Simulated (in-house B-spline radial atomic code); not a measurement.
Spin-orbit splittings of orbital energies (j = l + 1/2 less j = l - 1/2) and ratios of mean radii (lower j over upper j) along the 47-electron series, configuration [Kr] 4d10 5s1. Computed with an all-electron radial atomic-structure program (B-spline basis): Dirac-Hartree-Fock, average of the configuration, finite nuclei.

```
  ion   Z  splitting of 3d (eV)  radius ratio of 3d  splitting of 4d (eV)  radius ratio of 4d  splitting of 3p (eV)  radius ratio of 3p
   Ag  47                6.3907             0.99008               0.66597             0.98193                32.106             0.97163
  Cd+  48                7.1463             0.98971               0.79842             0.98511                 35.62             0.97049
 In2+  49                7.9698             0.98932               0.96002             0.98666                39.429             0.96932
 Sn3+  50                8.8646             0.98892                1.1466             0.98752                 43.55             0.96813
 Sb4+  51                9.8346             0.98851                1.3577             0.98803                48.003             0.96691
 Te5+  52                10.884             0.98809                 1.594             0.98832                52.807             0.96566
  I6+  53                12.017             0.98765                1.8564             0.98848                57.984             0.96439
 Xe7+  54                     ?                   ?                     ?                   ?                     ?                   ?
 Cs8+  55                14.551             0.98676                2.4659             0.98854                69.538             0.96175
 Ba9+  56                     ?                   ?                     ?                   ?                     ?                   ?
La10+  57                     ?                   ?                     ?                   ?                     ?                   ?
Ce11+  58                19.095             0.98533                3.6162             0.98824                 90.22             0.95759
Pr12+  59                20.827             0.98484                4.0697             0.98808                98.107             0.95614
Nd13+  60                22.677             0.98433                4.5615             0.98789                106.53             0.95466
Pm14+  61                24.649             0.98382                5.0936             0.98768                115.53             0.95315
```

(1) Fill in the row of Xe7+.

(2) Fill in the row of Ba9+.

(3) Fill in the row of La10+.

(4) With what power of Z does the column «splitting of 3p (eV)» change over this range?

Results:

(1) splitting of 3d (eV): 13.238; radius ratio of 3d: 0.98721; splitting of 4d (eV): 2.1466; radius ratio of 4d: 0.98854; splitting of 3p (eV): 63.553; radius ratio of 3p: 0.96308.

(2) splitting of 3d (eV): 15.962; radius ratio of 3d: 0.98629; splitting of 4d (eV): 2.8161; radius ratio of 4d: 0.98848; splitting of 3p (eV): 75.961; radius ratio of 3p: 0.96039.

(3) splitting of 3d (eV): 17.475; radius ratio of 3d: 0.98582; splitting of 4d (eV): 3.199; radius ratio of 4d: 0.98838; splitting of 3p (eV): 82.847; radius ratio of 3p: 0.95901.

(4) A fit of the logarithm of its size against log Z from Z = 47 to 61 has slope 4.91. An unscreened hydrogenic electron would give 4 at low Z; screening makes the apparent power larger near the neutral end, and relativity raises it again at high Z.
